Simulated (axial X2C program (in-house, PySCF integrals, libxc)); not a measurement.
# Potential curves of HfCl⁻, with spin–orbit coupling

All values were computed with an in-house relativistic program for diatomic molecules. Two-component (2c) means X2C with spin–orbit coupling and atomic mean-field two-electron Coulomb and Gaunt terms. Basis: Hf dyall-acv3z [14s15p10d7f4g], Cl dyall-av3z [9s8p3d2f] (cores contracted in-house); Gaussian nuclei, density fitting, unrestricted open shells. Masses: Hf 179.947 u, Cl 34.969 u.

State: Ω = 2 (⟨Sz⟩ = -0.95, ⟨Lz⟩ = 2.95 at TPSSh). Energies in eV from the lowest point of each curve. Fits are polynomials in 1 − R0/R over 0.85 to 1.23 times the lowest point R0.

```
 R (Å)   TPSSh
2.0941  0.6731
2.1904  0.2639
2.2626  0.0982
2.3348  0.0181
2.4070  0.0000
2.4912  0.0340
2.5755  0.1072
2.6838  0.2359
2.8162  0.4186
3.0088  0.6926
```

One determinant describes the state; a PBE0 search over occupations chose it and may have missed a lower one. Density functionals use the spin component along the axis (collinear). Without a current term, density functionals place determinants with orbital angular momentum somewhat too high. With several unpaired electrons one determinant need not be a pure state. A state of lower Ω lies just above, and one determinant can place such states too high, so the state shown need not be the lowest. The search has Ω = 1 only 0.09 eV up. The highest occupied level of some functionals is positive through self-interaction error; at Hartree–Fock it is bound. The determinant is spin-polarised beyond a pure state at some levels (its spin-free form has ⟨S²⟩ too high), which makes Re and μ there less reliable. The lowest spin-free determinant has another configuration (M_S = 1, Λ = 0), so the order of states is uncertain and this need not be the ground state.

Question: Fit the TPSSh curve near its minimum: give the equilibrium distance and the harmonic wavenumber.

Answer: At TPSSh, 2c: Re = 2.396 Å, ωe ≈ 287 cm⁻¹; Be follows as 0.1 cm⁻¹.
